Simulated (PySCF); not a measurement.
Removing an electron from `CB(C)[SiH2]N(C)C`

Compound: C4H14BNSi.
Structure used (PBE0-D3(BJ)/def2-SVP), in Å, numbered top down from 1:
```xyz
21
C4H14BNSi angstrom
C      2.7543    0.9257    0.9546
B      1.6036    0.1507    0.2279
C      1.8800   -0.6399   -1.0930
Si    -0.2388    0.1026    1.0839
N     -1.5065   -0.2756   -0.0631
C     -1.6637    0.5472   -1.2345
C     -2.7258   -0.9192    0.3535
H      2.6527    1.9637    0.5728
H      3.7716    0.5949    0.6926
H      2.6549    1.0064    2.0481
H      1.0059   -0.8292   -1.7317
H      2.2074   -1.6357   -0.7248
H      2.7204   -0.2515   -1.6910
H     -0.5016    1.3740    1.8613
H     -0.2617   -1.0003    2.1051
H     -0.6958    0.9695   -1.5492
H     -2.0543   -0.0436   -2.0843
H     -2.3609    1.3986   -1.0825
H     -3.1367   -1.5428   -0.4629
H     -3.5229   -0.2033    0.6470
H     -2.5401   -1.5804    1.2128
```

Level: CAM-B3LYP/def2-SVPD (PySCF). Frontier orbitals with their largest atomic shares (Löwdin; up to four atoms above 4 %):

```
orbital  ε (eV)                            main atoms
 HOMO−3  -10.59  Si4 32 %, H15 24 %, H14 13 %, B2 6 %
 HOMO−2  -10.46    B2 22 %, C3 22 %, C1 21 %, Si4 6 %
 HOMO−1   -8.89    B2 27 %, Si4 26 %, C3 10 %, C1 8 %
   HOMO   -7.44                                     ?
   LUMO   -0.09   B2 40 %, Si4 16 %, C3 11 %, C1 10 %
 LUMO+1    0.97      B2 37 %, Si4 8 %, C1 7 %, C3 7 %
 LUMO+2    1.55     C7 16 %, Si4 12 %, C6 8 %, C1 7 %
```

Question: What vertical ionisation energy does ΔSCF give, and how far is −ε(HOMO) from it?

Answer: ΔSCF: 8.02 eV (774 kJ/mol; threshold wavelength 155 nm); ⟨S²⟩ of the doublet left behind is 0.758, against 0.75 for a pure doublet. −ε(HOMO) is 7.44 eV, 0.58 eV below it. For the exact functional −ε(HOMO) would equal the first vertical ionisation energy; CAM-B3LYP (range-separated hybrid) falls short of its own ΔSCF value by 7 %. Holes in the HOMO−1 and HOMO−2 were tried too where these lie within 1.2 eV of the HOMO; the lowest converged state counts.

Question: On which atoms does the HOMO lie?

Answer: N5 (silicon-bound nitrogen) 51 %, Si4 (SiH2 silicon) 9 %, C7 (N-methyl carbon) 8 %, C6 (N-methyl carbon) 8 %. The HOMO−1 lies 1.45 eV lower.

Question: And the vertical electron affinity, the fundamental gap, Mulliken's electronegativity and the hardness (with the factor ½)?

Answer: EA = -0.44 eV by ΔSCF (−ε(LUMO) = 0.09 eV); a negative value means that the added electron isn't bound at this geometry and level, and the number then depends on the basis. IE − EA = 8.46 eV against an orbital gap of 7.35 eV; (IE + EA)/2 = 3.79 eV; (IE − EA)/2 = 4.23 eV. Parr's electrophilicity index (IE + EA)²/[8(IE − EA)] is 0.85 eV.

Question: The lowest singlet excitation (vertical TDDFT, same level) lies at 4.27 eV. How far is it below IE − EA?

Answer: IE − EA = 8.46 eV, so by 4.19 eV.

Question: How many of the 10 lowest singlet excitations (vertical TDDFT, same level) lie below the ionisation energy?

Answer: All 10; they run from 4.27 to 7.34 eV.

Isolated species at its PBE0-D3(BJ)/def2-SVP geometry (one conformer only).
